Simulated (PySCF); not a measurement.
Compound: C3H4F3PSi.
Geometry (GFN2-xTB, Å), atoms numbered from 1 in this order:
```xyz
12
C3H4F3PSi angstrom
F     -1.8469    0.4955    1.2543
C     -2.4418   -0.1943    0.2652
F     -2.7133    0.6910   -0.7069
F     -3.6196   -0.6152    0.7454
P     -1.3756   -1.6599   -0.3431
C     -0.1047   -0.6960   -0.7529
C      0.9631   -0.0103   -0.9667
Si     2.2649    0.3275    0.3877
H      1.1580    0.4366   -1.9322
H      3.4749   -0.3761   -0.0432
H      1.7697   -0.1747    1.6634
H      2.4724    1.7753    0.4029
```

Method: PySCF 2.14.0, density-fitted response routines, TDDFT CAM-B3LYP/def2-SVPD, vertical, gas phase, core orbitals frozen in the response.

Ground-to-excited transition dipoles (e·a0, same axes as the geometry; the sign carries no meaning), for the states with f of 0.002 or more among the lowest 8:

```tsv
state	E (eV)	μx	μy	μz
S2	4.722	0.018	0.014	-0.153
S3	5.169	-1.015	-0.646	0.098
S4	6.471	1.733	0.574	-0.126
S5	6.520	-1.421	-0.605	0.281
S6	6.722	0.263	0.066	0.150
S7	7.100	-0.426	-0.118	-0.025
S8	7.492	-0.040	-0.166	-0.034
```

Task: Work out the oscillator strengths.

Result: f = (2/3) ΔE |μ|² with ΔE in hartree (27.2114 eV).

```tsv
state	|μ|² (au)	|μ| (D)	f
S2	0.024	0.39	0.003
S3	1.458	3.07	0.185
S4	3.348	4.65	0.531
S5	2.463	3.99	0.393
S6	0.096	0.79	0.016
S7	0.196	1.13	0.034
S8	0.030	0.44	0.006
```

Task: What angle do the transition dipoles of S5 and S7 make?

Result: |cos θ| = |μa·μb| / (|μa| |μb|) = 0.96, so θ ≈ 16° (taken between 0 and 90°, since the signs are arbitrary).

Task: What peak molar absorption coefficient would the strongest computed level give as a lone Gaussian band 0.3 eV wide at half height?

Result: ε(max) = 2.175×10⁸ f / FWHM, with the width in cm⁻¹. S4: 2.175×10⁸ × 0.5308 / 2420 ≈ 48000 L mol⁻¹ cm⁻¹.

Rough CPU time on one thread of a shared machine: about 1.6 min.
